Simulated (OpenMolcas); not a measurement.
## Pd3+: effect of the basis set

```
Program             : OpenMolcas
Method              : RASSCF
Active space        : 13 electrons in 8 orbitals (RAS1 4p, at most 2 holes; RAS2 4d)
State averaging     : 2S+1 = 4 even, 10 roots; 2S+1 = 2 even, 40 roots
Spin-orbit coupling : RASSI with atomic mean-field integrals over the reference wave functions, term energies averaged over their components
```

A. ANO-R2 [7s5p4d2f1g], X2C, finite nucleus; cost roughly 13 core-seconds
B. ANO-RCC-VTZP [7s6p4d2f1g], DKH2, point nucleus; cost about 13 core-seconds
C. ANO-RCC-VQZP [8s7p5d3f2g1h], DKH2, point nucleus; cost of the order of 28 core-seconds

Energies in cm⁻¹ above 4d⁷ ⁴F_9/2.

| Level | A | B | C |
| --- | --- | --- | --- |
| 4d⁷ ⁴F_9/2 | 0.0 | 0.0 | 0.0 |
| 4d⁷ ⁴F_7/2 | 2753 | 2763 | 2732 |
| 4d⁷ ⁴F_5/2 | 4467 | 4481 | 4436 |
| 4d⁷ ⁴F_3/2 | 5545 | 5559 | 5507 |
| 4d⁷ ⁴P_3/2 [71 %] | 15186 | 15130 | 15180 |
| 4d⁷ ⁴P_5/2 | 15434 | 15389 | 15421 |
| 4d⁷ ⁴P_1/2 | 17226 | 17185 | 17202 |
| 4d⁷ ²G_9/2 | 17400 | 17337 | 17389 |
| 4d⁷ ²G_7/2 | 20016 | 19961 | 19992 |
| 4d⁷ ²D_5/2(1) | 22993 | 22915 | 22968 |
| 4d⁷ ²P_1/2 | 23764 | 23704 | 23727 |
| 4d⁷ ²H_11/2 | 24044 | 23965 | 24027 |
| 4d⁷ ²H_9/2 | 26694 | 26624 | 26661 |
| 4d⁷ ²D_3/2(1) [67 %] | 27899 | 27839 | 27848 |
| 4d⁷ ²F_5/2 | 36950 | 36825 | 36923 |
| 4d⁷ ²F_7/2 | 38333 | 38214 | 38298 |
| 4d⁷ ²D_3/2(2) | 54976 | 54777 | 54931 |
| 4d⁷ ²D_5/2(2) | 56638 | 56447 | 56585 |

Among A to C the level of the table that moves most is 4d⁷ ²D_3/2(2), by 200 cm-1 (lowest in B, highest in A).

Without dynamic correlation excited terms often stand tens of per cent too high (terms of higher spin than the ground term too low), and those without a measured partner can miss by more than the paired ones. Active for correlation alone: 4p; no level in the range computed is led by a configuration that opens it, so any true level of that kind is missing. Levels of configurations outside the active space are missing. Levels that lie high or do not pair safely by name in every column are left out.

A share in square brackets marks a mixed level and gives the weight of the term that names it, the lowest over the columns. A number in round brackets counts repeated terms of one configuration in the order of the reference energies.
